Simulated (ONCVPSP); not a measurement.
**Configuration tests for scandium (Sc) (ONCV)**

scandium, optimised norm-conserving Vanderbilt (ONCV), made with ONCVPSP 4.0.1 (PBEsol, scalar-relativistic). Core [Ar], reference 3d1 4s2. Waves: 4s: rc 2.95 bohr, ncon 4, nbas 7, qcut 2.6 1/bohr, 3 projectors, debl 2.5 Ha; p scattering state at 0.09 Ha: rc 2.35 bohr, ncon 3, nbas 6, qcut 3 1/bohr, 2 projectors, debl 1.6 Ha; 3d: rc 2.35 bohr, ncon 4, nbas 8, qcut 5.3 1/bohr, 2 projectors, debl 0.5 Ha. Local part: polynomial inside 1.60 bohr (lpopt 5, dvloc0 4 Ha). Core correction: Teter function, fcfact 5.25, rcfact 1.05.

Energies are relative to the spin-unpolarised reference configuration 3d1 4s2; without spin polarisation the order of configurations can differ from experiment.

```csv
valence configuration,charge,ΔE all-electron (eV),error AE − PS (meV)
3d1 4s1,+1,6.904,-0.2
3d1 4s0,+2,19.555,+125
3d1 4s1.5,+0.5,2.758,-0.6
```

Question: What are ΔE and the potential's error for 3d1 4s0 4p2?

Answer: ΔE = 5.684 eV all-electron; the error (AE − PS) is +28 meV.

Note: ghosts flagged at negative energy: p at -13.2 eV; GHOST(+) flagged for s at 149.1 eV. A true bound ghost makes a file unfit for plane-wave use.
